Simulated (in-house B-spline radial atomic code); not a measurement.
Configurations of Gd, with energies counted from [Xe] 4f7 5d1 6s2. Computed with a B-spline radial code for spherical atoms: scalar-relativistic (X2C) CAM-B3LYP, spin-polarised, spherical fractional occupations, exact exchange averaged over the configuration, Fermi nucleus of rms radius 5.1569 fm. Shells without spins written out take the highest spin.

Occupations are held fixed; configurations that lie above the ionisation limit could autoionise.

```json
{"configuration": "[Xe] 4f7 5d2 6s1", "E - E(ref) (eV)": "0.92358", "highest orbital": "5d up", "its <r> (bohr)": "2.899"}
{"configuration": "[Xe] 4f7 6s2 7s1", "E - E(ref) (eV)": "4.1019", "highest orbital": "7s up", "its <r> (bohr)": "9.637"}
{"configuration": "[Xe] 4f7 5d1 5f1 6s1", "E - E(ref) (eV)": "5.1473", "highest orbital": "5f up", "its <r> (bohr)": "17.3"}
{"configuration": "[Xe] 4f7 5f1 6s2", "E - E(ref) (eV)": "5.4471", "highest orbital": "5f up", "its <r> (bohr)": "17.03"}
```

Order these further configurations by energy, lowest first.
A. [Kr] 4d10 4f7 5s2 5p5 5d2 6s2
B. [Xe] 4f7 5d1 6s1 6f1
C. [Kr] 4d10 4f8 5s2 5p5 5d1 6s2
D. [Kr] 4d10 4f7 5s2 5p5 5d1 6s2 6p1
E. [Kr] 4d10 4f7 5s2 5p5 5d1 5f1 6s2

B (5.4375 eV), C (22.236 eV), A (22.653 eV), D (25.764 eV), E (29.435 eV).
